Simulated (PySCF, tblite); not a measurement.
Species: C9H7OP.
Geometry (GFN2-xTB, Å), atoms numbered from 1 in this order:
```
atom  x, y, z in Å
C1     4.4974    0.3318   -0.3068
C2     3.3155    0.1417   -0.2137
C3     1.9232   -0.0964   -0.0997
C4     1.0435    0.7383   -0.7966
C5    -0.3250    0.5774   -0.7515
C6    -0.9619   -0.4194   -0.0218
C7    -2.4224   -0.6045    0.0254
C8    -3.3039    0.3400   -0.7481
O9    -2.8746   -1.5163    0.6887
P10   -0.1517   -1.6246    0.9655
C11    1.4936   -1.1491    0.6970
H12    5.5296    0.5010   -0.3895
H13    1.4633    1.5373   -1.3913
H14   -0.9307    1.2697   -1.3208
H15   -4.3448    0.0645   -0.6004
H16   -3.1491    1.3611   -0.4049
H17   -3.0652    0.2873   -1.8084
H18    2.2543   -1.7333    1.2005
```

Level of theory: PBE0/pcSseg-1 in PySCF (dipole) on a GFN2-xTB geometry, gas phase.

Take the most abundant isotopes and a rigid rotor. The values belong to one conformer with, in the numbering `[CH:1]#[C:2][c:3]1[cH:4][cH:5][c:6]([C:7]([CH3:8])=[O:9])[p:10][cH:11]1`, C5–C6–C7–C8 -1°.

Q: What are A, B and C (GHz)?

A: Ia = 192.07, Ib = 896.50, Ic = 1085.39 u·Å²; 505379 MHz·u·Å²/I gives 2631, 563.7 and 465.6 MHz, that is A = 2.6312, B = 0.5637, C = 0.4656 GHz.

Q: What kind of rotor is it?

A: A near-prolate asymmetric top. Ray's parameter κ = (2B − A − C)/(A − C) = -0.909; −1 is the prolate and +1 the oblate limit.

Q: Is it planar, by Δ = Ic − Ia − Ib?

A: Not planar: Δ = Ic − Ia − Ib = -3.18 u·Å². For a rigid frame Δ = −2 Σ m c², so Σ m c² = 1.59 u·Å² lies off the ab plane: 1.58 from hydrogen and 0.01 from heavier atoms. The atom farthest from that plane is 0.89 Å away.

Q: Give the other two planar moments, Paa and Pbb, and the rms extents of the mass along the axes.

A: Paa = Σ m a² = (Ib + Ic − Ia)/2 = 894.91 and Pbb = Σ m b² = (Ia + Ic − Ib)/2 = 190.48 u·Å². With the mass M = 162.02 u, the rms extents √(P/M) along a, b and c are 2.35, 1.08, 0.10 Å.

Q: Which lines would a microwave search look for?

A: The dipole components are |μa| = 2.11 D, |μb| = 3.41 D, |μc| = 0.00 D; the mirror of this Cs structure is the ab plane, so μc vanishes by symmetry (the 0.02 D computed is a residue) and there are no c-type lines. Intensities carry the squares of the components, which stand as 0.38 : 1.00 (a : b). Some lines, for components of 0.1 D or more:

| type | branch | J(Ka,Kc) | MHz | lower level (cm⁻¹) |
| --- | --- | --- | --- | --- |
| a | R | 1(0,1) ← 0(0,0) | 1029 | 0.000 |
| a | Q | 5(1,4) ← 5(1,5) | 1469 | 0.560 |
| a | R | 2(0,2) ← 1(0,1) | 2055 | 0.034 |
| b | Q | 2(1,1) ← 2(0,2) | 2267 | 0.103 |
| b | Q | 5(1,4) ← 5(0,5) | 2945 | 0.511 |
| a | R | 3(2,2) ← 2(2,1) | 3088 | 0.385 |
| a | R | 3(2,1) ← 2(2,0) | 3102 | 0.386 |
| a | R | 4(3,2) ← 3(3,1) | 4124 | 0.841 |
| a | R | 4(3,1) ← 3(3,0) | 4124 | 0.841 |
| a | R | 4(2,2) ← 3(2,1) | 4149 | 0.489 |
| a | R | 5(1,5) ← 4(1,4) | 4887 | 0.397 |
| b | R | 3(1,3) ← 2(0,2) | 4912 | 0.103 |
| b | Q | 4(2,2) ← 4(1,3) | 5916 | 0.430 |
| b | Q | 3(2,1) ← 3(1,2) | 6074 | 0.286 |
| b | Q | 2(2,1) ← 2(1,2) | 6497 | 0.169 |
| b | Q | 5(2,4) ← 5(1,5) | 7098 | 0.560 |
| b | R | 2(2,0) ← 1(1,1) | 8461 | 0.103 |
| b | Q | 5(3,2) ← 5(2,3) | 10497 | 0.801 |
| b | R | 3(3,1) ← 2(2,0) | 13669 | 0.386 |
| b | R | 3(3,0) ← 2(2,1) | 13673 | 0.385 |
| b | Q | 5(4,2) ← 5(3,3) | 14806 | 1.151 |
| b | Q | 4(4,0) ← 4(3,1) | 14809 | 0.979 |
| b | R | 5(3,3) ← 4(2,2) | 15701 | 0.627 |
| b | R | 4(4,1) ← 3(3,0) | 18933 | 0.841 |
| b | R | 5(4,2) ← 4(3,1) | 19963 | 0.979 |

Q: Estimate the classical rotational partition function at 10 K, 200 K and 298.15 K.

A: Point group Cs, symmetry number σ = 1; q = (√π/σ)·√((kT/h)³/(ABC)), k/h = 20836.6 MHz/K: 6410 at 10 K, 574000 at 200 K, 1040000 at 298.15 K.

Its GFN2-xTB frequencies are all real (lowest 38 cm⁻¹). These are rigid-rotor constants of the computed structure; measured ground-state constants (B0) also hold zero-point vibration. A rigid rotor knows nothing of internal rotation, which can split or shift real lines.

The run took about 2.3 min of CPU time (one thread, shared machine). This is the PBE0/pcSseg-1 job that gave the dipole, with the shieldings it also computed.
